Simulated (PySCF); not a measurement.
## EPR parameters of C6H13S

C6H13S (doublet state).
Geometry (GFN2-xTB, Å), atoms numbered from 1 in this order:
```xyz
20
C6H13S angstrom
C     -1.538    1.368    0.142
C     -1.450   -0.084    0.378
C     -2.431   -0.848   -0.531
C     -0.022   -0.604    0.101
C      0.984    0.055    1.029
S      2.682   -0.558    0.790
C      3.098    0.233   -0.790
H     -1.326    1.763   -0.834
H     -1.852    2.046    0.910
H     -1.701   -0.303    1.421
H     -3.452   -0.527   -0.337
H     -2.202   -0.657   -1.577
H     -2.360   -1.917   -0.347
H      0.009   -1.686    0.242
H      0.233   -0.387   -0.938
H      0.752   -0.166    2.070
H      0.990    1.138    0.890
H      4.152    0.044   -0.962
H      2.918    1.302   -0.717
H      2.511   -0.202   -1.594
```

The hyperfine couplings belong to this conformer and change with its torsions.

The species is `[C@@H]([CH2])(CCSC)C` [radical].

Level of theory: UKS B3LYP, pcH-1 on C H S, non-relativistic, mean-field spin-orbit, GIAO in PySCF 2.14.0. One conformer (not necessarily the lowest) at the GFN2-xTB geometry, without solvent, vibrations or thermal averaging. The geometry wasn't refined by DFT: couplings that depend on bond lengths, twists or pyramidal angles can differ widely from those at the functional's own minimum. Stability of the SCF solution: not tested.

* g1, g2, g3: 2.00217, 2.00274, 2.00368
* g_iso: 2.00286
* Form of g: rhombic: the two nearest values differ by 38 % of g3 − g1
* ⟨S²⟩: 0.7536 (exact 0.7500)
* α and β electrons: 33, 32
* HOMO–LUMO gap, α and β orbitals: 6.56, 4.21 eV

Hyperfine couplings atom by atom, in MHz; T1 to T3 are the principal values of the dipolar part; ρ(0) is the spin density at the nucleus:

```json
{"atom": "C1", "isotope": "13C", "a_iso": "88.6", "of which spin–orbit": "-0.1", "T1": "-81.2", "T2": "-80.5", "T3": "161.7", "Mulliken spin population": "1.08", "ρ(0) (bohr⁻³)": "0.0789"}
{"atom": "C2", "isotope": "13C", "a_iso": "-30.9", "of which spin–orbit": "0.0", "T1": "-2.3", "T2": "0.5", "T3": "1.7", "Mulliken spin population": "-0.08", "ρ(0) (bohr⁻³)": "-0.0275"}
{"atom": "C3", "isotope": "13C", "a_iso": "67.2", "of which spin–orbit": "0.0", "T1": "-4.8", "T2": "-4.7", "T3": "9.5", "Mulliken spin population": "0.04", "ρ(0) (bohr⁻³)": "0.0598"}
{"atom": "C4", "isotope": "13C", "a_iso": "42.1", "of which spin–orbit": "0.0", "T1": "-5.0", "T2": "-4.4", "T3": "9.3", "Mulliken spin population": "0.04", "ρ(0) (bohr⁻³)": "0.0374"}
{"atom": "C5", "isotope": "13C", "a_iso": "5.3", "of which spin–orbit": "0.0", "T1": "-1.9", "T2": "-0.4", "T3": "2.3", "Mulliken spin population": "0.01", "ρ(0) (bohr⁻³)": "0.0047"}
{"atom": "S6", "isotope": "33S", "a_iso": "0.5", "of which spin–orbit": "0.0", "T1": "-0.9", "T2": "-0.6", "T3": "1.5", "Mulliken spin population": "0.01", "ρ(0) (bohr⁻³)": "0.0014"}
{"atom": "C7", "isotope": "13C", "a_iso": "-0.1", "of which spin–orbit": "0.0", "T1": "-0.2", "T2": "-0.1", "T3": "0.3", "Mulliken spin population": "0.00", "ρ(0) (bohr⁻³)": "-0.0001"}
{"atom": "H8", "isotope": "1H", "a_iso": "-62.3", "of which spin–orbit": "0.0", "T1": "-39.1", "T2": "-0.2", "T3": "39.3", "Mulliken spin population": "-0.05", "ρ(0) (bohr⁻³)": "-0.0139"}
{"atom": "H9", "isotope": "1H", "a_iso": "-64.8", "of which spin–orbit": "0.0", "T1": "-39.7", "T2": "0.4", "T3": "39.3", "Mulliken spin population": "-0.05", "ρ(0) (bohr⁻³)": "-0.0145"}
{"atom": "H10", "isotope": "1H", "a_iso": "3.0", "of which spin–orbit": "0.0", "T1": "-5.4", "T2": "-3.9", "T3": "9.3", "Mulliken spin population": "0.00", "ρ(0) (bohr⁻³)": "0.0007"}
{"atom": "H11", "isotope": "1H", "a_iso": "-2.9", "of which spin–orbit": "0.0", "T1": "-5.7", "T2": "-2.1", "T3": "7.8", "Mulliken spin population": "0.00", "ρ(0) (bohr⁻³)": "-0.0006"}
{"atom": "H12", "isotope": "1H", "a_iso": "-2.8", "of which spin–orbit": "0.0", "T1": "-4.5", "T2": "-2.6", "T3": "7.1", "Mulliken spin population": "0.00", "ρ(0) (bohr⁻³)": "-0.0006"}
{"atom": "H13", "isotope": "1H", "a_iso": "17.6", "of which spin–orbit": "0.0", "T1": "-3.1", "T2": "-1.7", "T3": "4.8", "Mulliken spin population": "0.01", "ρ(0) (bohr⁻³)": "0.0039"}
{"atom": "H14", "isotope": "1H", "a_iso": "6.5", "of which spin–orbit": "0.0", "T1": "-3.3", "T2": "-1.5", "T3": "4.8", "Mulliken spin population": "0.00", "ρ(0) (bohr⁻³)": "0.0014"}
{"atom": "H15", "isotope": "1H", "a_iso": "-2.9", "of which spin–orbit": "0.0", "T1": "-4.2", "T2": "-2.5", "T3": "6.7", "Mulliken spin population": "0.00", "ρ(0) (bohr⁻³)": "-0.0006"}
{"atom": "H16", "isotope": "1H", "a_iso": "0.0", "of which spin–orbit": "0.0", "T1": "-2.1", "T2": "-1.8", "T3": "3.9", "Mulliken spin population": "0.00", "ρ(0) (bohr⁻³)": "0.0000"}
{"atom": "H17", "isotope": "1H", "a_iso": "1.9", "of which spin–orbit": "0.0", "T1": "-6.4", "T2": "-2.9", "T3": "9.3", "Mulliken spin population": "0.00", "ρ(0) (bohr⁻³)": "0.0004"}
{"atom": "H18", "isotope": "1H", "a_iso": "-0.1", "of which spin–orbit": "0.0", "T1": "-0.4", "T2": "-0.4", "T3": "0.8", "Mulliken spin population": "0.00", "ρ(0) (bohr⁻³)": "0.0000"}
{"atom": "H19", "isotope": "1H", "a_iso": "0.6", "of which spin–orbit": "0.0", "T1": "-0.9", "T2": "-0.8", "T3": "1.7", "Mulliken spin population": "0.00", "ρ(0) (bohr⁻³)": "0.0001"}
{"atom": "H20", "isotope": "1H", "a_iso": "0.1", "of which spin–orbit": "0.0", "T1": "-0.8", "T2": "-0.7", "T3": "1.5", "Mulliken spin population": "0.00", "ρ(0) (bohr⁻³)": "0.0000"}
```

Largest spin populations (Mulliken): C1 (+1.08) and C2 (-0.08). No atom but C1 exceeds +0.15. The positive populations add up to 1.18 and the negative ones to -0.18, together 2S = 1. The angles at C1 add up to 359.9°, so it is planar; its axial dipolar tensor and the negative couplings of its protons fit spin in a p orbital normal to that plane.

Axes: g3 points within 6° of the C1–H8 bond.

Under fast tumbling the dipolar parts average out, and these isotropic splittings remain: 2 × 1H (H8/H9, I = 1/2, 3 lines) with 2.27 mT, 1 × 1H (H14, I = 1/2, 2 lines) with 0.23 mT, 3 × 1H (H11/H12/H13, I = 1/2, 4 lines) with 0.14 mT, 1 × 1H (H10, I = 1/2, 2 lines) with 0.11 mT, 1 × 1H (H15, I = 1/2, 2 lines) with 0.10 mT and 1 × 1H (H17, I = 1/2, 2 lines) with 0.07 mT.

Class means assume fast exchange of nuclei equivalent by connectivity; if that motion is slow, each nucleus keeps its own coupling. The three 1H nuclei of mean +4.0 MHz run from -2.9 to 17.6 MHz in the frozen geometry.

The 13C coupling of C1 (88.6 MHz) shows only in satellite lines or after enrichment, since that isotope makes up about 1.07 % of natural carbon.

β density exceeds α density at some nuclei, such as C2 (-0.0275) and H8/H9 (-0.0142), spin density in bohr⁻³. In a single determinant that takes different orbitals for the two spins, that is spin polarisation.
